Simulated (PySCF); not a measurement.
CH2N (cation, charge +1), SMILES C#[NH+] (PBE0/def2-SVP optimised geometry):

```
4

C      0.533     0.000     0.000
N     -0.605     0.000     0.000
H      1.629     0.000     0.000
H     -1.629     0.000     0.000
```

Calculation: PBE0/def2-TZVP in PySCF.

Problem. What are the frontier orbital energies?

Solution. HOMO-2 -24.02 eV, HOMO-1 -19.56 eV, HOMO -19.56 eV, LUMO -8.13 eV, LUMO+1 -8.13 eV.

On the same geometry PySCF 2.14.0 with PBE/def2-TZVP gives HOMO-2 -22.10 eV, HOMO-1 -18.10 eV, HOMO -18.10 eV, LUMO -9.42 eV, LUMO+1 -9.42 eV.

Meta-Löwdin charges at PBE0/def2-TZVP: C1 0.30, N2 0.02, H3 0.29, H4 0.39.
